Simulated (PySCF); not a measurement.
**Peak assignment**

Geometry:
```tsv
atom	x (Å)	y (Å)	z (Å)
O1	-0.191	-1.393	-2.206
C2	-0.071	-0.929	-1.098
C3	1.204	-1.115	-0.279
O4	1.675	0.102	0.203
Si5	3.173	0.502	0.694
N6	-1.083	-0.217	-0.493
C7	-2.276	0.083	-1.125
C8	-3.060	0.775	-0.265
C9	-2.334	0.910	0.953
C10	-1.136	0.297	0.786
H11	0.989	-1.797	0.556
H12	1.939	-1.597	-0.933
H13	4.150	0.278	-0.373
H14	2.916	1.896	1.009
H15	3.568	-0.305	1.853
H16	-2.437	-0.235	-2.136
H17	-4.044	1.152	-0.459
H18	-2.677	1.406	1.840
H19	-0.316	0.197	1.466
```

[PySCF 2.14: shieldings: GIAO PBE0/pcSseg-1; GFN2-xTB structure; non-relativistic; no solvent; a single conformation; fast rotation and ring inversion assumed for equivalent nuclei]

Shifts are taken against calculated references (same method and geometry level): TMS for $^{13}$C (186.93 ppm), $^{1}$H (31.72 ppm).

Q: Assign these signals to the numbered atoms. $^{13}$C{$^{1}$H} NMR (computed): δ 171.1, 124.7, 119.1, 71.2.

A: 
```tsv
δ (ppm)	atoms	environment	reason
171.1	C2	amide carbonyl carbon	lone-pair donation from the attached heteroatom keeps it upfield of a ketone carbonyl
124.7	C7/C10	aromatic CH next to a ring nitrogen	–
119.1	C8/C9	aromatic CH	–
71.2	C3	sp3 CH2 bonded to O, α to a carbonyl	deshielded by the electronegative neighbour
```

Q: Assign these signals to the numbered atoms. $^{1}$H NMR (600 MHz, computed): δ 7.57 (m, 2H), 6.51 (m, 2H), 5.01 (s, 3H), 4.64 (s, 2H).

A: 
| δ (ppm) | atoms | environment | reason |
| --- | --- | --- | --- |
| 7.57 | H16/H19 | hydrogen on an aromatic CH next to a ring nitrogen | aromatic region |
| 6.51 | H17/H18 | hydrogen on an aromatic CH | the ring current deshields protons in the ring plane |
| 5.01 | H13/H14/H15 | hydrogen on a silicon bonded to O | – |
| 4.64 | H11/H12 | hydrogen on an sp3 CH2 bonded to O, α to a carbonyl | its carbon carries O, hence the downfield position |

Shifts are as computed. Against solution values, carbons near 30 ppm lie about +3 ppm off and those near 130 ppm about +5 ppm. Of 1309 compounds with measured shifts, 239 miss one by over three times the rms of a fit or turn the order of signals round; such compounds aren't used in these exercises. No couplings were computed; multiplicities are counted from neighbouring protons, with m where these are inequivalent, close in shift, in a saturated or five-membered ring or joined by F or P, and br s for small geminal =CH2 splittings.
